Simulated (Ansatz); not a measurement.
YCl3⁻. The state is a doublet with charge -1. Geometry PBE-D4/def2-SVP, that of the neutral singlet; atoms count from 1.

```xyz
4

Y    -0.0009   -0.0024    0.0005
Cl   -0.8948    0.7182    2.1584
Cl   -1.3999    0.1089   -2.0008
Cl    2.2956   -0.8247   -0.1581
```

In the def2 sets Y takes a core potential; there is no spin–orbit coupling. The highest occupied level of the charge -1 doublet lies above zero (up to 0.07 eV). By energy differences its removal costs 1.50 eV (vertical, to the charge 0 singlet, at PBE0-D4/def2-TZVPD); a positive level beside a positive removal energy at the same level points to self-interaction error.

Question: Estimate the Mulliken populations from the PBE0/def2-TZVPD orbitals of Ansatz.

Answer: 
```tsv
atom	charge (e)	spin (α − β)	d electrons
Y1	0.68	1.13	1.29
Cl2	-0.56	-0.04	–
Cl3	-0.56	-0.04	–
Cl4	-0.56	-0.04	–
```
Mulliken values and Mayer orders depend strongly on the basis. With diffuse functions, as here, like atoms can get unlike values, and bond orders can come out too low or too high.

Question: Where does the spin sit?

Answer: Summed by element: Y 1.13, Cl -0.13, of 1 unpaired in all. Largest on single atoms: Y1 1.13, Cl2 -0.04, Cl3 -0.04.

Question: And the Mayer bond orders between bonded heavy atoms (over 0.3)?

Answer: Y1–Cl2 0.67 (2.44 Å); Y1–Cl3 0.67 (2.44 Å); Y1–Cl4 0.67 (2.44 Å).
